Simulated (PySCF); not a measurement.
Computed shifts of a molecule C₃H₇FOSi, HF/pcSseg-1 run with PySCF, GIAO, gas phase, atoms alike by connectivity averaged where their shifts nearly agree, in ppm (number of nuclei): ¹³C: 139.5 (1), 129.8 (1), 16.1 (1). ²⁹Si: -21.2 (1). ¹⁹F: -135.8 (1). ¹H: 6.16 (1), 5.91 (1), 5.82 (1), 4.40 (1), 2.72 (1), 2.14 (1), 1.52 (1). References: ¹³C against TMS (σ = 192.6 ppm); ²⁹Si against TMS (σ = 393.8 ppm); ¹⁷O against H2O (σ = 333.0 ppm); ¹⁹F against CFCl3 (σ = 238.5 ppm); ¹H against TMS (σ = 31.99 ppm), references at their B3LYP-D3(BJ)/def2-TZVP geometries, non-relativistic. Geometry optimised at ωB97X-D3(BJ)/def2-SVP. One conformer was computed; it need not be the lowest.

Problem. Pick the molecule that these values belong to.
A) O[C@H]1C[Si@@H](F)C1
B) C=CC[Si@H](O)F
C) F[C@]1([SiH3])CCO1
D) C[C@@H](C=O)[SiH2]F

Solution. B, C=CC[Si@H](O)F
